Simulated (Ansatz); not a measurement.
Geometry optimisation, RKS BLYP-D4/def2-SVP (Ansatz).

The input (input.yaml):

```yaml
crystal:
  periodic: [false, false, false]
  atoms:
    - { symbol: Si, position_ang: [0.187776, 0.028813, -0.077693] }
    - { symbol: H, position_ang: [0.165686, 0.002204, 1.395801] }
    - { symbol: F, position_ang: [1.760208, -0.000784, -0.506804] }
    - { symbol: H, position_ang: [-0.440388, 1.21187, -0.705577] }
    - { symbol: F, position_ang: [-0.475393, -1.348941, -0.635324] }
    - { symbol: F, position_ang: [-2.268911, 0.156039, 1.239119] }
    - { symbol: H, position_ang: [-1.633278, -0.155202, 1.844278] }
basis:
  gaussian: { orbitals: def2-SVP }
hamiltonian:
  xc: blyp
  dispersion: d4
relax:
  f_tol: 0.03
  max_steps: 50
output:
  orbitals: {}
```

Run as:

```bash
$ ansatz run input.yaml --threads 1 --pin off --max-ram 2048MiB --backend cpu --events-out ev --progress --plain --runs-dir out
```

Question: Where does it end, and by what steps?

Answer: It converged. After 16 steps the energy has fallen by 0.213 eV; H7 moved furthest, 1.00 Å.

```tsv
step	energy less start (eV)	largest force component (eV/Å)	accepted
0	0.0000	0.386	yes
1	-0.0212	0.569	yes
2	0.0027	1.574	no
3	-0.0330	0.277	yes
4	-0.0450	0.154	yes
5	-0.0581	0.059	yes
6	0.0084	2.157	no
7	-0.0694	0.130	yes
8	-0.0741	0.758	yes
9	-0.0889	1.090	yes
10	-0.1292	0.337	yes
11	-0.1173	2.204	no
12	-0.1551	0.289	yes
13	-0.1791	0.277	yes
14	-0.2080	0.198	yes
15	-0.2124	0.045	yes
16	-0.2128	0.008	yes
```

```xyz
7
Properties=species:S:1:pos:R:3
Si 0.284 0.135 0.051
H 0.732 0.361 1.447
F 1.594 -0.235 -0.845
H -0.438 1.241 -0.627
F -0.662 -1.226 0.007
F -2.176 0.225 1.475
H -2.039 -0.607 1.046
```

Whether the end is a true minimum wasn't checked by a vibrational analysis.

The run took 13 s on 1 thread of AMD EPYC 9R45 96-Core Processor (Zen 5), on a shared host, peak memory 0.14 GiB.
